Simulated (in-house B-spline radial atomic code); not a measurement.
A run on an ion of nuclear charge 69 with 69.5 electrons that did not converge. Method: scalar-relativistic (X2C) RPBE, spin-polarised, spherical fractional occupations, Fermi nucleus of rms radius 5.2256 fm; computed with a B-spline radial code for spherical atoms.

Command:
```bash
python run_scf.py task.json out
```
Settings (nuclear radius in fm, mass in u):
```
Z                69
configuration    [Xe] 4f13.5 6s2
hamiltonian      x2c
method           rpbe,pbe
spin_polarised   True
nucleus          fermi
rms_radius       5.2256
atomic_mass      168.93422
speed_of_light   137.035999084
```

First and last ten iterations of the last attempt (damped for 15 steps, keeping 80 % of the old Fock matrix, then DIIS):
```
 iter        energy (Eh)    residual
    1      -13566.294235    5.14e-01
    2      -13458.359240    1.00e+00
    3      -13560.030811    4.85e-01
    4      -13565.965919    1.96e-01
    5      -13567.510058    6.61e-02
    6      -13567.754660    3.90e-02
    7      -13567.805238    2.75e-02
    8      -13567.831282    2.07e-02
    9      -13567.846572    1.53e-02
   10      -13567.855572    1.12e-02
  111      -13560.721577    3.99e-01
  112      -13562.158414    3.52e-01
  113      -13562.708532    3.33e-01
  114      -13560.841926    3.95e-01
  115      -13560.982634    3.88e-01
  116      -13457.516570    9.50e-01
  117      -13567.835321    3.23e-02
  118      -13469.016141    8.69e-01
  119      -13469.456317    8.66e-01
  120      -13469.574760    8.65e-01
 not converged after 120 iterations
```

The smallest residual met was 1.1e-02; the threshold is about 7e-07. No energy from this run should be used. The likely cause: this method binds the added charge weakly or not at all at the basis-set limit, so charge moves back and forth between the atom and the box. Cost of the run: 2.1 s on 1 thread of Intel(R) Xeon(R) 6975P-C, with other jobs on the host.
